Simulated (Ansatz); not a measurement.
Total energies of `F[Si](F)(F)[Ge]([F])([F])[Si](F)(F)F`.

```xyz
11

F     0.859   -2.150   -1.633
Si    1.629   -1.213   -0.631
F     2.645   -2.078    0.197
F     2.431   -0.148   -1.467
Ge    0.059   -0.099    0.790
F     0.973    0.857    1.906
F    -0.701   -1.315    1.758
Si   -1.681    1.301   -0.071
F    -2.610    0.460   -1.023
F    -2.555    1.912    1.082
F    -1.048    2.473   -0.907
```

Total charge 0; spin multiplicity 1. Correlated methods include outer-core shells of Ge, which these sets cover unevenly. Scalar relativity is left out up to krypton. All single points use the PBE0-D4/def2-TZVP geometry. It is one conformer, not always the lowest. Basis def2-TZVPP, Ansatz.

RPA on PBE orbitals: Hartree–Fock energy of these orbitals -3449.48702 Eh, correlation -3.62893 Eh (frozen core).

```tsv
functional	energy without D4 (Eh)	D4 term (kJ/mol)
PBE	-3454.26885	-36.1
revPBE	-3455.04778	-91.5
BLYP	-3455.63669	-76.0
r2SCAN	-3455.26051	-9.2
B97M-V	-3454.81199	–
PBE0	-3454.36862	-31.3
r2SCANh	-3455.20407	-10.0
r2SCAN0	-3455.12304	-11.1
HSE06 (plane-wave form)	-3454.32555	-29.6
BHLYP	-3455.33840	-50.0
CAM-B3LYP	-3455.60697	-32.6
ωB97X-V	-3455.08126	–
B2PLYP	-3454.63009	–
PBE-QIDH	-3453.79425	–
```

Problem. Give the same for LDA (SPW92), B3LYP, LC-ωPBE, ωB97M-V. (Best estimate.)

Solution. Ansatz gave: 
```json
{"functional": "LDA (SPW92)", "energy without D4 (Eh)": "-3445.14150", "D4 term (kJ/mol)": "–"}
{"functional": "B3LYP", "energy without D4 (Eh)": "-3455.70879", "D4 term (kJ/mol)": "-58.3"}
{"functional": "LC-ωPBE", "energy without D4 (Eh)": "-3454.73964", "D4 term (kJ/mol)": "–"}
{"functional": "ωB97M-V", "energy without D4 (Eh)": "-3455.31554", "D4 term (kJ/mol)": "–"}
```

B3LYP takes the VWN-RPA correlation (the form of Gaussian; ORCA's B3LYP/G). HSE06 is the plane-wave form, built on full-range PBE exchange. The double hybrids freeze the cores in their second-order part.

LC-ωPBE has ω = 0.4 bohr⁻¹.
